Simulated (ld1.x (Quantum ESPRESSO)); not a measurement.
**indium (In), PAW: configuration errors across variants**

In (Z = 49), PAW, made with ld1.x (Quantum ESPRESSO) 7.5 (LDA (PZ), scalar-relativistic). Core [Kr] 4d10, reference 5s2 5p1. Waves: 5s (bound): rcut 2.00, rcutus 2.55 bohr; 5s channel at 0.45 Ry: rcut 2.00, rcutus 2.55 bohr; 5p (bound): rcut 2.40, rcutus 2.85 bohr; 5p channel at 3.35 Ry: rcut 2.40, rcutus 2.85 bohr. Local part: all-electron potential smoothed inside 2.85 bohr (lloc = -1). Core correction: a·sin(br)/r model core, default radius (ld1.x builds one for every PAW set, though the input has nlcc=.false.). Augmentation charge: PSQ, inside the norm-conserving radii.

All-electron excitation energies from the reference (eV): (1) 5s2 5p0 5.595; (2) 5s1 5p0 25.255; (3) 5s2 5p0.5 2.046; (4) 5s0 5p3 12.162; (5) 5s1 5p1 12.290; (6) 5s1 5p2 5.938; (7) 5s2 5p1.3 -0.582; (8) 5s2 5p1 spin -0.117; (9) 5s1 5p0 spin 25.031.

Spin tests fill each open shell by Hund’s rule, majority spin first.

The default core radius of the base comes out at 1.93 bohr.

4 further variants failed, have other tests or another functional or relativity, and are left out.

Errors AE − PS in meV (a dash: test not solved or not reliable):

| change | (1) | (2) | (3) | (4) | (5) | (6) | (7) | (8) | (9) | bound ghosts |
| --- | --- | --- | --- | --- | --- | --- | --- | --- | --- | --- |
| base | -8.8 | -220 | -1.2 | -76 | -64 | -19 | +0.3 | -0.4 | -237 | none |
| waves 5s (bound): rcut 2.00, rcutus 3.32 bohr; 5s channel at 0.45 Ry: rcut 2.00, rcutus 3.32 bohr | -15 | -229 | -1.9 | -77 | -60 | -17 | +0.2 | -1.0 | -252 | none |
| local potential all-electron potential smoothed inside 2.45 bohr (lloc = -1) | -8.3 | -219 | -1.1 | -75 | -64 | -19 | +0.3 | -0.3 | -236 | none |
| local potential all-electron potential smoothed inside 2.84 bohr (lloc = -1) | -8.8 | -220 | -1.1 | -76 | -64 | -19 | +0.3 | -0.4 | -237 | none |
| waves 5p (bound): rcut 2.40, rcutus 2.72 bohr; 5p channel at 3.35 Ry: rcut 2.40, rcutus 2.72 bohr | -7.5 | -215 | -0.9 | -75 | -63 | -19 | +0.3 | 0.0 | -230 | none |
| core correction a·sin(br)/r model core inside 2.16 bohr | -17 | -241 | -2.8 | -76 | -67 | -20 | -0.1 | -1.3 | -256 | none |
| wave 5p channel at 3.35 Ry: rcut 2.40, rcutus 2.85 bohr becomes 5p channel at 3.33 Ry: rcut 2.40, rcutus 2.85 bohr | -8.8 | -220 | -1.2 | -76 | -64 | -19 | +0.3 | -0.4 | -237 | none |

(1) Give the same row for: type TM; waves now 5p (bound): rc 2.85 bohr; 5s (bound): rc 2.55 bohr; local potential the s channel; core correction none.

Answers

(1) +15, +154, +2.3, +81, +30, +16, +0.7, +18, +460; bound ghosts: none.
